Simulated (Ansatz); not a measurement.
`C[SiH2]B[NH][AlH2]` + `B[SeH]` → `B[Se][SiH2]C` + `B[NH][AlH2]`  (cleavage of the Si–B bond)

Computed with Ansatz on PBE0-D4/def2-TZVP structures; ΔE is electronic, products minus reactants. CBS: MP2 limit from def2 TZ/QZ plus the TZ coupled-cluster correction, frozen cores. DFT in def2-TZVPP. For Se outer-core shells are correlated without core-valence functions, which leaves a few kJ/mol of doubt a bond. Scalar relativity is left out up to krypton. Each species was taken in one conformer, which may not be the lowest.

```tsv
level	ΔE (kJ/mol)
r2SCAN-D4	-89.0
MP2/def2-TZVPP	-101.6
SCS-MP2/def2-TZVPP	-98.7
MP2/def2-QZVPP	-104.4
```

Question: What does CCSD(T)/CBS give? (An estimate is asked.)

Answer: The calculation gave: -93.9 kJ/mol. The listed levels differ from it by 4.9, -7.7, -4.8, -10.5 kJ/mol.

Largest T1 diagnostic among the species: 0.013.

From PBE to PBE0 (25 % exact exchange), in def2-TZVPP and without D4, ΔE moves by −5.6 kJ/mol.
